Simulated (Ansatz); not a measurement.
Geometry optimisation, Ansatz, RKS revPBE/def2-SVP.

Input:

```yaml
crystal:
  periodic: [false, false, false]
  atoms:
    - { symbol: C, position_ang: [-1.1977, -2.3726, -0.5382] }
    - { symbol: C, position_ang: [-0.6369, -1.5231, -1.4258] }
    - { symbol: O, position_ang: [0.1878, -0.4699, -1.2217] }
    - { symbol: Si, position_ang: [1.06705, 0.40854, -2.38209] }
    - { symbol: C, position_ang: [1.75793, 1.94456, -1.75634] }
    - { symbol: C, position_ang: [2.47366, -0.72826, -3.0437] }
    - { symbol: H, position_ang: [-1.8604, -3.1243, -0.9064] }
    - { symbol: H, position_ang: [-1.0922, -2.2248, 0.5171] }
    - { symbol: H, position_ang: [-0.7506, -1.6382, -2.4538] }
    - { symbol: H, position_ang: [0.18715, 0.66939, -3.56567] }
    - { symbol: H, position_ang: [0.97271, 2.60517, -1.45405] }
    - { symbol: H, position_ang: [2.33079, 2.49169, -2.5684] }
    - { symbol: H, position_ang: [2.48218, 1.73514, -0.91822] }
    - { symbol: H, position_ang: [2.09138, -1.67383, -3.50383] }
    - { symbol: H, position_ang: [3.13807, -1.00458, -2.25357] }
    - { symbol: H, position_ang: [3.06062, -0.18838, -3.83125] }
basis:
  gaussian: { orbitals: def2-SVP }
hamiltonian:
  xc: revpbe
relax:
  f_tol: 0.015
  max_steps: 40
output:
  orbitals: {}
```

Launched with:

```bash
$ ansatz run input.yaml --threads 2 --pin off --max-ram 3072MiB --backend cpu --events-out ev --progress --plain --runs-dir out
```

Where does it end, and by what steps?

The run converged. After 7 steps the energy has fallen by 0.479 eV; H9 moved furthest, 0.32 Å.

```json
{"step": "0", "energy less start (eV)": "0.0000", "largest force component (eV/Å)": "2.577", "accepted": "yes"}
{"step": "1", "energy less start (eV)": "-0.4097", "largest force component (eV/Å)": "0.810", "accepted": "yes"}
{"step": "2", "energy less start (eV)": "-0.4581", "largest force component (eV/Å)": "0.599", "accepted": "yes"}
{"step": "3", "energy less start (eV)": "-0.4734", "largest force component (eV/Å)": "0.153", "accepted": "yes"}
{"step": "4", "energy less start (eV)": "-0.4772", "largest force component (eV/Å)": "0.080", "accepted": "yes"}
{"step": "5", "energy less start (eV)": "-0.4786", "largest force component (eV/Å)": "0.048", "accepted": "yes"}
{"step": "6", "energy less start (eV)": "-0.4791", "largest force component (eV/Å)": "0.021", "accepted": "yes"}
{"step": "7", "energy less start (eV)": "-0.4793", "largest force component (eV/Å)": "0.010", "accepted": "yes"}
```

```xyz
16
Properties=species:S:1:pos:R:3
C -1.191 -2.257 -0.510
C -0.694 -1.487 -1.501
O 0.248 -0.521 -1.297
Si 1.130 0.315 -2.507
C 1.703 1.918 -1.698
C 2.575 -0.748 -3.103
H -1.966 -3.002 -0.737
H -0.841 -2.149 0.528
H -1.054 -1.599 -2.544
H 0.189 0.589 -3.658
H 0.839 2.515 -1.344
H 2.279 2.536 -2.418
H 2.357 1.708 -0.826
H 2.217 -1.703 -3.539
H 3.262 -0.991 -2.266
H 3.159 -0.217 -3.884
```

Run time: 31 s on 2 threads of Arm Neoverse V1, with other jobs on the host, peak memory 0.18 GiB.
